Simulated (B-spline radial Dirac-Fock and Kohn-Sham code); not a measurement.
## K-line shifts caused by a second vacancy in Rh⁷⁺

System: the Rh⁷⁺ ion in the configuration 1s2 2s2 2p6 3s2 3p6 3d10 4s2 4p6 4d2, inside a Watson sphere of charge -7 and radius 3 Å (a model of the Madelung potential; inside it an electron's potential energy is raised by 33.6 eV).

Method: relaxed Dirac-Fock hole states (ΔSCF) with Breit and QED corrections and a finite nucleus. Computed with a radial finite-basis atomic code. Each two-hole energy is an average over J within one jj subconfiguration, not an observable level; in light atoms, where LS coupling holds, the j-resolved values are not observed lines, and for a K spectator the Kα1 hypersatellite is nearly forbidden. Correlation energy is missing from these numbers.

Lines without a spectator: Kα2 (K-L2) 20070.6 eV, Kα1 (K-L3) 20213.1 eV, Kβ3 (K-M2) 22696.8 eV, Kβ1 (K-M3) 22722.0 eV. Shifts in eV with one spectator hole (a dash: not computed, or left out as unreliable):

| spectator hole | Kα2 | Kα1 | Kβ3 | Kβ1 |
| --- | --- | --- | --- | --- |
| K (1s) | +507.1 | +520.0 | +645.4 | +648.1 |
| L2 (2p1/2) | +54.3 | +68.0 | – | +146.6 |
| L3 (2p3/2) | +55.1 | +54.6 | +132.7 | – |
| M2 (3p1/2) | – | +7.24 | +17.40 | +21.16 |
| M3 (3p3/2) | +5.60 | – | +18.49 | +17.93 |
| M4 (3d3/2) | +0.72 | -1.55 | – | – |
| M5 (3d5/2) | -1.91 | -0.29 | – | – |

With n spectator holes in 2p, averaged over the 2p shell (energies in eV):

```
n     KαLⁿ   step  hypersatellite KαʰLⁿ
0  20165.6      –               20681.3
1  20223.9  +58.3               20741.0
2  20283.4  +59.5               20801.9
3  20344.2  +60.8               20864.1
4  20406.3  +62.1               20927.6
5  20469.6  +63.4               20992.4
```
